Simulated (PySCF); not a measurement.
As (arsenic, neutral) across methods

[Ar] 3d10 4s1 4p3 5s1, high-spin 6S determinant (an excited configuration). All numbers are calculated (PySCF 2.14, scalar relativity by spin-free X2C-1e, in x2c-TZVPPall with one added diffuse shell each of s, p, d type (7s6p5d1f, 57 functions)).

```
   method  E (hartree)  mean ε 4s α (eV)  mean ε 4p α (eV)  mean ε 5s α (eV)  Σ⟨r²⟩ (bohr²)   ⟨S²⟩
    wB97X    -2260.226           -24.896           -13.268            -3.085          58.98  8.752
    HSE06    -2259.934           -21.781           -10.657            -1.712          58.89  8.751
     PBE0    -2259.938           -22.228           -11.083            -2.027          58.88  8.751
   r2SCAN    -2260.196           -20.975           -10.290            -1.598          58.91  8.752
      LDA    -2256.751           -20.060            -9.825            -1.743          58.63  8.751
      UHF  -2258.59204           -28.398           -14.511            -3.027          59.48  8.752
   PBEsol    -2258.261           -19.963            -9.767            -1.628          58.80  8.751
      PBE    -2259.887           -19.936            -9.753            -1.590          58.82  8.751
BHandHLYP    -2260.170           -24.164           -12.020            -2.210          58.97  8.751
```

The outer electron is Rydberg-like, and this basis confines it to a smaller radius and binds it less than a complete one would.
